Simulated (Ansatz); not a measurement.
Cost and result for the atomization energy of `[F][SnH]([F])[O][SiH3]` (9 atoms, 8 bonds).

| atom | x (Å) | y (Å) | z (Å) |
| --- | --- | --- | --- |
| F1 | 2.545 | 0.467 | 0.148 |
| Sn2 | 0.921 | 0.973 | 0.995 |
| F3 | 0.388 | 2.538 | 0.058 |
| O4 | -0.363 | -0.382 | 0.562 |
| Si5 | -1.003 | -1.054 | -0.799 |
| H6 | 1.116 | 1.245 | 2.643 |
| H7 | -0.376 | -0.476 | -2.017 |
| H8 | -0.764 | -2.519 | -0.766 |
| H9 | -2.464 | -0.792 | -0.824 |

The species carries charge 0 and has multiplicity 1. Correlated methods include outer-core shells of Sn, which these sets cover unevenly. Sn: def2 effective core potential. Geometry: relaxed with PBE0-D4/def2-TZVP. It is one conformer, not always the lowest. Program: Ansatz. All runs use 4 threads of a server CPU on a shared host. Times are those of one run each, without the atoms' runs, and a repeat can differ threefold. Electronic energies, without spin–orbit coupling; frozen cores. CCSD(T)/CBS adds CCSD(T) − MP2 in def2-TZVPP to the MP2 limit, and its time is that of the two runs behind it. T1 = 0.014. With those shells the extrapolation isn't a true limit. B3LYP takes the VWN-RPA correlation (the form of Gaussian; ORCA's B3LYP/G). HSE06 is the plane-wave form, built on full-range PBE exchange.

CCSD(T)/CBS is a level of theory with its own doubt, some kJ/mol a heavy atom from the limit and from the frozen cores, so smaller differences don't rank the functionals.

| level | functions | wall time |
| --- | --- | --- |
| revPBE-D4/def2-TZVPP | 241 | 0.95 s |
| HSE06-D4/def2-TZVPP | 241 | 1.8 s |
| CAM-B3LYP-D4/def2-TZVPP | 241 | 1.9 s |
| r2SCAN-D4/def2-TZVPP (with forces) | 241 | 2.2 s |
| B3LYP-D4/def2-TZVPP (with forces) | 241 | 2.5 s |
| B2PLYP/def2-TZVPP | 241 | 2.8 s |
| B97M-V/def2-TZVPP | 241 | 3.4 s |
| ωB97X-V/def2-TZVPP | 241 | 3.7 s |
| CCSD(T)/def2-SVP | 106 | 3.7 s |
| ωB97M-V/def2-TZVPP (with forces) | 241 | 4.8 s |
| MP2/def2-QZVPP | 443 | 10 s |
| CCSD(T)/def2-TZVPP | 241 | 90 s |
| CCSD(T)/CBS(def2) | – | 100 s |

Problem. What atomization energy does each give, and how far from CCSD(T)/CBS? (An estimate is asked.)

Solution. Ansatz gave: 
```json
{"level": "revPBE-D4/def2-TZVPP", "atomization (kcal/mol)": "679.1", "difference from CCSD(T)/CBS": "-29.0", "per bond": "-3.6"}
{"level": "HSE06-D4/def2-TZVPP", "atomization (kcal/mol)": "681.3", "difference from CCSD(T)/CBS": "-26.8", "per bond": "-3.4"}
{"level": "CAM-B3LYP-D4/def2-TZVPP", "atomization (kcal/mol)": "700.9", "difference from CCSD(T)/CBS": "-7.2", "per bond": "-0.9"}
{"level": "r2SCAN-D4/def2-TZVPP (with forces)", "atomization (kcal/mol)": "697.3", "difference from CCSD(T)/CBS": "-10.8", "per bond": "-1.4"}
{"level": "B3LYP-D4/def2-TZVPP (with forces)", "atomization (kcal/mol)": "691.3", "difference from CCSD(T)/CBS": "-16.8", "per bond": "-2.1"}
{"level": "B2PLYP/def2-TZVPP", "atomization (kcal/mol)": "687.9", "difference from CCSD(T)/CBS": "-20.2", "per bond": "-2.5"}
{"level": "B97M-V/def2-TZVPP", "atomization (kcal/mol)": "705.0", "difference from CCSD(T)/CBS": "-3.1", "per bond": "-0.4"}
{"level": "ωB97X-V/def2-TZVPP", "atomization (kcal/mol)": "704.7", "difference from CCSD(T)/CBS": "-3.4", "per bond": "-0.4"}
{"level": "CCSD(T)/def2-SVP", "atomization (kcal/mol)": "638.8", "difference from CCSD(T)/CBS": "-69.3", "per bond": "-8.7"}
{"level": "ωB97M-V/def2-TZVPP (with forces)", "atomization (kcal/mol)": "697.1", "difference from CCSD(T)/CBS": "-11.0", "per bond": "-1.4"}
{"level": "MP2/def2-QZVPP", "atomization (kcal/mol)": "712.5", "difference from CCSD(T)/CBS": "4.4", "per bond": "0.5"}
{"level": "CCSD(T)/def2-TZVPP", "atomization (kcal/mol)": "681.5", "difference from CCSD(T)/CBS": "-26.6", "per bond": "-3.3"}
{"level": "CCSD(T)/CBS(def2)", "atomization (kcal/mol)": "708.1", "difference from CCSD(T)/CBS": "0.0", "per bond": "0.0"}
```

From r2SCAN to r2SCAN0 (25 % exact exchange), in def2-TZVPP and without D4, the atomization energy moves by −19.7 kcal/mol: exact exchange takes away binding that semilocal exchange gives to molecules. The D4 term adds +7.3 kcal/mol with B3LYP and +3.9 kcal/mol with PBE0; it sums over pairs of atoms, weighted by their polarisabilities, and B3LYP, whose exchange is more repulsive, gets the larger term. In def2-TZVPP, CCSD(T) changes the Hartree–Fock value by +188.9 kcal/mol (the triples alone add +11.7 kcal/mol) and MP2 by +203.1 kcal/mol; breaking electron pairs costs correlation energy, which Hartree–Fock lacks.

Spin–orbit coupling would lower the free Sn atoms strongly, and the atomization energy with them, by more than many differences here. For some Ge, Se and Sn compounds the MP2-based and the directly extrapolated limit differ by 10 to 25 kJ/mol.
